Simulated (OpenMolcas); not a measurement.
V2+: effect of the basis set

```yaml
Program: OpenMolcas
Method: "MS-CASPT2, IPEA 0.25 Eh, imaginary shift 0.1 Eh (closed shells correlated: 3s 3p)"
Active_space: 3 electrons in 10 orbitals (3d 4d)
State_averaging: 2S+1 = 4 even, 10 roots; 2S+1 = 2 even, 40 roots
Spin-orbit_coupling: state interaction with AMFI integrals over the reference wave functions, term energies averaged over their components
```

A. ANO-RCC-VTZP [6s5p3d2f1g], DKH2, point nucleus; CASPT2 step roughly 6 core-minutes
B. ANO-R2 [6s4p4d2f1g], X2C, finite nucleus; CASPT2 step roughly 7 core-minutes
C. ANO-RCC-VQZP [7s6p4d3f2g1h], DKH2, point nucleus; CASPT2 step roughly 6 core-minutes

Energies in cm⁻¹ above 3d³ ⁴F_3/2, the measured ground level; measured values from Sugar and Corliss, J. Phys. Chem. Ref. Data 7, 1191 (1978).

```json
{"Level": "3d³ ⁴F_3/2", "A": "0.0", "B": "0.0", "C": "0.0", "Measured": "0.0"}
{"Level": "3d³ ⁴F_5/2", "A": "156", "B": "153", "C": "157", "Measured": "146"}
{"Level": "3d³ ⁴F_7/2", "A": "369", "B": "364", "C": "372", "Measured": "342"}
{"Level": "3d³ ⁴F_9/2", "A": "637", "B": "628", "C": "641", "Measured": "584"}
{"Level": "3d³ ⁴P_1/2", "A": "11890", "B": "11860", "C": "11880", "Measured": "11514"}
{"Level": "3d³ ⁴P_3/2", "A": "11960", "B": "11930", "C": "11950", "Measured": "11592"}
{"Level": "3d³ ²G_7/2", "A": "12140", "B": "12050", "C": "11810", "Measured": "11966"}
{"Level": "3d³ ⁴P_5/2", "A": "12150", "B": "12110", "C": "12140", "Measured": "11770"}
{"Level": "3d³ ²G_9/2", "A": "12380", "B": "12290", "C": "12050", "Measured": "12187"}
{"Level": "3d³ ²P_1/2", "A": "15660", "B": "15490", "C": "15320", "Measured": "15580"}
{"Level": "3d³ ²P_3/2", "A": "15720", "B": "15550", "C": "15370", "Measured": "15550"}
{"Level": "3d³ ²D_3/2(1)", "A": "16800", "B": "16620", "C": "16430", "Measured": "16330"}
{"Level": "3d³ ²D_5/2(1)", "A": "16950", "B": "16770", "C": "16580", "Measured": "16375"}
{"Level": "3d³ ²H_9/2", "A": "17250", "B": "17160", "C": "16880", "Measured": "16811"}
{"Level": "3d³ ²H_11/2", "A": "17450", "B": "17350", "C": "17070", "Measured": "16978"}
{"Level": "3d³ ²F_7/2", "A": "28490", "B": "28270", "C": "28020", "Measured": "27728"}
{"Level": "3d³ ²F_5/2", "A": "28580", "B": "28370", "C": "28120", "Measured": "27847"}
{"Level": "3d³ ²D_5/2(2)", "A": "44350", "B": "43890", "C": "43590", "Measured": "42267"}
{"Level": "3d³ ²D_3/2(2)", "A": "44450", "B": "43990", "C": "43700", "Measured": "42371"}
```

Deviations, from unrounded energies. A percentage is the sum of absolute deviations over the sum of measured energies, with the sign that they share, or ± where signs differ.

| Against measurement | Levels | A | B | C |
| --- | --- | --- | --- | --- |
| mean absolute deviation (cm-1) | 18 | 530 | 390 | 310 |
| fine structure of the ground term (%) | 3 | +8.6 | +7.0 | +9.2 |
| other terms of the ground configuration (%) | 15 | +3.2 | ±2.4 | ±1.9 |

C lies closest to measurement on these levels and A furthest from it. The largest miss of C in the table is 3d³ ²D_3/2(2), by +1300 cm-1. The ranking rests on the paired levels alone, and a cruder setting can come out closer through cancelling errors.

The two smallest mean deviations differ by little beside CASPT2's spread within terms, so their order carries little weight.

Among A to C the level of the table that moves most is 3d³ ²D_5/2(2), by 760 cm-1 (lowest in C, highest in A). Moves below CASPT2's spread within the term are not significant.

CASPT2 breaks the degeneracy within a term, and the mean is taken; among the terms shown or strongly mixed into the levels shown the widest spread is 1000 cm-1 (3d³ ⁴F, C). Some levels mix across a computed gap that differs much from the measured one, so their mixing is not that of the real levels. Active for correlation alone: 4d; no level in the range computed is led by a configuration that fills it, so any true level of that kind is missing. The CASPT2 spread within a term exceeds the gap to the next term for 3d³ ⁴P and 3d³ ²G, so the order of their levels is uncertain (figures for A; the like holds for B, C). Computed and measured levels are paired by configuration, term and J; levels that our copy of the source lacks, or whose pairing is in doubt (as where it misses far off the trend of its configuration), stay unpaired and out of the deviations. Only configurations of the active space appear.

A number in round brackets counts repeated terms of one configuration in the order of the reference energies.
